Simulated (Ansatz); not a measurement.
C2H8O2Si can be A, `CO[SiH](C)O`, or B, `C[SiH2]OCO`.

Calculated with Ansatz (gas phase, PBE0-D4/def2-TZVP geometries, no zero-point term in ΔE). CCSD(T)/CBS adds triple-zeta CCSD(T) − MP2 to the extrapolated MP2 energy (def2 sets, frozen cores). Functionals use def2-TZVPP. B3LYP here is the variant with VWN-RPA as its local correlation; programs differ in this. Each species was taken in one conformer, which may not be the lowest.

A:

```xyz
13

C    -2.006    0.683    0.373
O    -0.874    0.424   -0.420
Si    0.560   -0.088    0.187
C     1.720   -0.231   -1.240
O     0.445   -1.566    0.906
H    -2.746    1.204   -0.237
H    -2.454   -0.247    0.741
H    -1.761    1.318    1.234
H     0.995    0.889    1.230
H     1.367   -0.997   -1.935
H     1.788    0.716   -1.781
H     2.719   -0.511   -0.901
H     0.247   -1.593    1.842
```

B:

Z-matrix (Å, degrees):
```
C
Si 1 1.857
H 1 1.092 2 111.0
H 1 1.093 2 110.4 3 -120.2
H 1 1.092 2 110.7 3 120.3
O 2 1.659 1 106.8 3 -61.4
H 2 1.488 1 110.1 3 177.9
H 2 1.491 1 111.7 3 57.4
C 6 1.396 2 122.7 1 160.5
O 9 1.394 6 112.8 2 58.7
H 9 1.095 6 110.8 2 -59.2
H 9 1.096 6 106.5 2 -178.4
H 10 0.962 9 108.3 6 64.7
```

Question: Which isomer does CCSD(T)/CBS put lower? Give the gap. (An estimate is asked.)

Answer: The calculation gave: A, by 38.8 kcal/mol.

Question: Give E(B) − E(A) in kcal/mol with PBE0-D4, MP2/def2-TZVPP, HF/def2-TZVPP, CCSD/def2-TZVPP, B3LYP-D4, B3LYP, ωB97M-V. (An estimate is asked.)

Answer: The calculation gave: PBE0-D4 36.5, MP2/def2-TZVPP 39.4, HF/def2-TZVPP 38.3, CCSD/def2-TZVPP 38.1, B3LYP-D4 37.8, B3LYP 37.5, ωB97M-V 37.9. None reverses the order clearly.

Largest T1 diagnostic: 0.011.

From PBE to PBE0 (25 % exact exchange), in def2-TZVPP and without D4, E(B) − E(A) moves by +1.1 kcal/mol.
